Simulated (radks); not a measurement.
Results of a calculation; reference values are marked as such.
Species: Er2+. Configuration: [Xe] 4f12 (the NIST ground configuration).

Level of theory: scalar-relativistic Kohn-Sham, BLYP, spin-polarised, spherical densities, finite nucleus; open shells are filled with parallel spins first (spin-orbit coupling, left out, can overturn this in heavy ions); Fermi nuclear charge, rms radius 5.2516 fm (a radial shooting solver on a logarithmic mesh with Libxc functionals).

Energy parts (eV):
total: -356067.75
kinetic: 385973.51
electron-nucleus: -872834.35
Hartree: 138362.93
exchange-correlation: -7569.84

Orbitals (lengths in bohr, moments of r in powers of bohr; r(90%) holds 90 % of the orbital's charge):
| orbital | occ. | eigenvalue (eV) | <1/r> | r(90%) | <r^4> |
|---|---|---|---|---|---|
| 1s up | 1 | -57382.80 | 77.54 | 0.0369 | 8.643e-07 |
| 1s down | 1 | -57382.80 | 77.54 | 0.0369 | 8.643e-07 |
| 2s up | 1 | -9652.388 | 18.05 | 0.134 | 0.0001343 |
| 2s down | 1 | -9652.367 | 18.05 | 0.134 | 0.0001343 |
| 2p up | 3 | -8540.355 | 16.68 | 0.125 | 0.0001021 |
| 2p down | 3 | -8540.339 | 16.68 | 0.125 | 0.0001021 |
| 3s up | 1 | -2173.811 | 6.656 | 0.330 | 0.005079 |
| 3s down | 1 | -2172.968 | 6.658 | 0.330 | 0.005074 |
| 3p up | 3 | -1835.454 | 6.219 | 0.336 | 0.005364 |
| 3p down | 3 | -1834.612 | 6.221 | 0.336 | 0.005358 |
| 3d up | 5 | -1411.425 | 5.895 | 0.317 | 0.004210 |
| 3d down | 5 | -1410.782 | 5.897 | 0.317 | 0.004203 |
| 4s up | 1 | -440.7096 | 2.811 | 0.730 | 0.1237 |
| 4s down | 1 | -438.9000 | 2.811 | 0.730 | 0.1238 |
| 4p up | 3 | -329.4070 | 2.572 | 0.784 | 0.1639 |
| 4p down | 3 | -327.6291 | 2.571 | 0.785 | 0.1641 |
| 4d up | 5 | -180.2626 | 2.271 | 0.878 | 0.2564 |
| 4d down | 5 | -178.5249 | 2.269 | 0.879 | 0.2575 |
| 5s up | 1 | -66.5720 | 1.061 | 1.81 | 4.637 |
| 5s down | 1 | -65.7476 | 1.055 | 1.82 | 4.726 |
| 5p up | 3 | -40.9159 | 0.8788 | 2.19 | 9.926 |
| 5p down | 3 | -40.3290 | 0.8725 | 2.21 | 10.20 |
| 4f up | 7 | -18.0206 | 1.655 | 1.42 | 2.691 |
| 4f down | 5 | -16.5238 | 1.637 | 1.47 | 3.184 |

The highest occupied level is 4f down at -16.524 eV. The spin density at the nucleus is 0.435 e/bohr^3 (1s 0.003, 2s -0.442, 3s -6.142, 4s 1.520, 5s 5.497).
